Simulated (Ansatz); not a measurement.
`B/C=C(/C)F` and `B/C=C(\C)O` differ in one atom or group (the configuration at the double bond changes too).

Ansatz, PBE0-D4/def2-TZVP geometries, multiplicity 1. Each molecule was computed in one conformer, which needn't be the lowest.

```json
{"property": "HOMO–LUMO gap (ωB97M-V/def2-TZVPP) / eV", "`B/C=C(/C)F`": "10.21"}
{"property": "HOMO–LUMO gap (PBE/def2-TZVPP) / eV", "`B/C=C(/C)F`": "4.00"}
{"property": "size of the dipole moment (B3LYP/def2-TZVPP) / D", "`B/C=C(/C)F`": "2.79"}
{"property": "HOMO energy (PBE/def2-TZVPP) / eV", "`B/C=C(/C)F`": "-6.79"}
{"property": "HOMO–LUMO gap (PBE0/def2-TZVPP) / eV", "`B/C=C(/C)F`": "6.03"}
{"property": "size of the dipole moment (ωB97M-V/def2-TZVPP) / D", "`B/C=C(/C)F`": "2.74"}
```

Question: Give the same properties after the change, and the shifts. (Best estimate.)

Answer: Ansatz gave: 
```csv
property,`B/C=C(\C)O`,shift
HOMO–LUMO gap (ωB97M-V/def2-TZVPP) / eV,9.90,-0.31
HOMO–LUMO gap (PBE/def2-TZVPP) / eV,3.84,-0.16
size of the dipole moment (B3LYP/def2-TZVPP) / D,3.73,0.94
HOMO energy (PBE/def2-TZVPP) / eV,-6.15,0.64
HOMO–LUMO gap (PBE0/def2-TZVPP) / eV,5.80,-0.23
size of the dipole moment (ωB97M-V/def2-TZVPP) / D,3.72,0.98
```

With PBE0 the HOMO rises by 0.70 eV and the LUMO rises by 0.47 eV, so the gap narrows by about 0.23 eV. PBE moves the HOMO by 0.64 eV and ωB97M-V by 0.74 eV. Dipoles are sizes alone; their direction can turn.

B3LYP here is the variant with VWN-RPA as its local correlation; programs differ in this.
